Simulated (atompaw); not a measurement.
## boron: one change to a PAW (atompaw) potential, before and after

B, PAW, made with atompaw 4.2.0.5 (LDA (PW92), scalar-relativistic). Core none, reference 1s2 2s2 2p0.5 (charge +0.5). Waves: 1s (bound): rc 0.45 bohr; 2s (bound): rc 3.00 bohr; 2p (bound): rc 3.00 bohr; 2p channel at 0.2 Ry: rc 3.00 bohr; 3d channel at 0.15 Ry: rc 3.00 bohr; 3d channel at 2.7 Ry: rc 3.00 bohr. Local part: bessel scheme, radius 2.80 bohr. Core correction: none. Augmentation charge: sinc compensation charge, radius 2.35 bohr; PAW radius 3.00 bohr; waves and projectors: custom rrkj gramschmidtortho.

Change: all radii scaled by about 1.23 (s 0.56, p 3.70, d 3.70 bohr); local potential bessel scheme, radius 3.44 bohr; augmentation sinc compensation charge, radius 2.90 bohr; PAW radius 3.70 bohr; waves and projectors: custom rrkj gramschmidtortho.

Cutoffs: the cutoffs (Ry, on a coarse ladder) from which the occupation-weighted sum of valence levels, in a spherical-Bessel basis at the reference potential, stays within 10 and 1 mRy of its value at 400 Ry; they do not see the model core or the augmentation charge, which bear on the density cutoff.

Q: What does the change do?

A: The potential gets softer (260 Ry and 300 Ry → 160 Ry and 300 Ry); neither file shows a bound ghost. A larger radius leaves more room for a smooth pseudo-wave, so fewer plane waves are needed.

| quantity | base | changed |
| --- | --- | --- |
| cutoff, loose | 260 Ry | 160 Ry |
| cutoff, tight | 300 Ry | 300 Ry |
| loose cutoff by channel (10 mRy a level) | s 230 Ry, p 6 Ry | s 160 Ry, p 6 Ry |
| bound ghosts | none | none |
| lowest overlap eigenvalue by channel | s 0.74, p 0.25, d 0.76 | s 1.00, p 0.85, d 0.93 |

 The cutoffs see the waves, projectors and local potential, not the compensation charge or the core.
